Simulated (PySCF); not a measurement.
CH12O2Si5.
SMILES with atom numbers: `[CH3:1][Si@:2]1([O:3][SiH3:4])[SiH2:5][O:6][SiH2:7][SiH2:8]1`

Geometry (GFN2-xTB, Å), atoms numbered from 1 in this order:
```xyz
20
CH12O2Si5 angstrom
C      0.374    2.580    0.444
Si     0.193    0.709    0.096
O      1.738    0.210   -0.161
Si     2.969   -0.758   -0.553
Si    -1.133    0.131   -1.724
O     -2.114   -0.972   -1.017
Si    -2.378   -1.688    0.438
Si    -0.797   -0.625    1.774
H     -0.580    3.026    0.709
H      1.062    2.755    1.266
H      0.760    3.112   -0.422
H      2.455   -2.121   -0.700
H      3.511   -0.246   -1.810
H      3.919   -0.650    0.552
H     -2.057    1.150   -2.237
H     -0.557   -0.592   -2.863
H     -2.212   -3.118    0.154
H     -3.799   -1.434    0.688
H     -1.423    0.129    2.878
H      0.064   -1.587    2.487
```

NICS is the negative of the GIAO shielding at a point without a nucleus: at the ring centre (0) and 1 Å above and below it (1); zz is the component along the ring normal. Level: GIAO PBE0/pcSseg-1 (PySCF, non-relativistic, gas phase) on the GFN2-xTB geometry, one conformer.

Ring bond lengths (Å), with Mayer bond orders in brackets: Si2–Si5 2.324 (0.87), Si5–O6 1.637 (0.90), O6–Si7 1.643 (0.90), Si7–Si8 2.327 (0.87), Si8–Si2 2.362 (0.84).

Task: Give the NICS values of each ring in ppm.

Result: 
```csv
ring,type,NICS(0),"NICS(1), two faces","NICS(1)zz, two faces",rms pucker (Å),"centre to ring atoms, mean (Å)"
Si2–Si5–O6–Si7–Si8,5-membered ring with O and 4 Si; formal bonds all single,-2.2,-2.3 / -1.2,-0.5 / 0.9,0.02,1.73
```

Task: What do they say, and how far can they be read as aromaticity?

Result: 
- Si2–Si5–O6–Si7–Si8: mean NICS(1)zz 0.2 ppm, near zero. Si2, Si5, Si7, Si8 have four or more neighbours, and the NICS criterion for π rings isn't applied.

Task: At the second NICS(1) probe listed for ring Si2–Si5–O6–Si7–Si8, 1 Å off the ring, how large is the induced field along the normal in 7.05 T applied along it?

Result: NICSzz × B0 = 0.9 ppm × 7.05 T = 6 μT, along the applied field.

Task: How shielded are the nuclei of the rings and their hydrogens (means over atoms taken as equivalent)?

Result: 
| atoms | environment | σ isotropic (ppm) | principal values of the symmetric part, first atom (ppm) |
| --- | --- | --- | --- |
| Si2 | oxygen-bound silicon | 331.1 | 301.3, 310.9, 381.1 |
| Si5 | oxygen-bound silicon | 378.8 | 336.7, 344.5, 455.3 |
| O6 | siloxane oxygen | 323.8 | 177.5, 392.0, 402.0 |
| Si7 | oxygen-bound silicon | 367.2 | 296.4, 347.9, 457.4 |
| Si8 | SiH2 silicon | 484.2 | 453.2, 491.8, 507.6 |
| H15 | Si–H hydrogen | 26.57 | 22.9, 25.1, 31.8 |
| H16 | Si–H hydrogen | 26.25 | 23.1, 24.6, 31.0 |
| H17 | Si–H hydrogen | 25.99 | 22.4, 24.2, 31.3 |
| H18 | Si–H hydrogen | 26.16 | 22.3, 24.4, 31.8 |
| H19 | Si–H hydrogen | 28.56 | 25.0, 25.9, 34.8 |
| H20 | Si–H hydrogen | 28.32 | 24.9, 25.9, 34.2 |
